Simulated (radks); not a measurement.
The numbers below are computed, except where a source is named.
Question: These are the eigenvalues of the occupied orbitals of an atom or ion with whole-number occupations (hartree). Code: a radial shooting solver on a logarithmic mesh with Libxc functionals. Model: Dirac Kohn-Sham, relativistic LDA (MacDonald-Vosko exchange, VWN5 correlation), spin-unpolarised, spherical densities, finite nucleus; Fermi nuclear charge, rms radius of each element as measured or else 0.836 A^(1/3) + 0.57 fm.

| orbital | eigenvalue |
|---|---|
| 1s1/2 | -222.6465 |
| 2s1/2 | -43.76044 |
| 2p1/2 | -41.17704 |
| 2p3/2 | -40.86580 |

Which element is it, and in what charge state? The configuration may be excited. Open shells, if any, fill j = l - 1/2 first.

Answer: Z = 23, vanadium, charge +16: V16+ in [He] 2s2 2p3. The list shows which subshells hold electrons but not how many an open one holds; the 1s level, -222.65 hartree, gives Z - s = 21.1 by -(Z - s)^2/2, which with screening and relativity narrows Z to a few neighbours, and the depths of the outer levels then fix element, charge and occupations together.
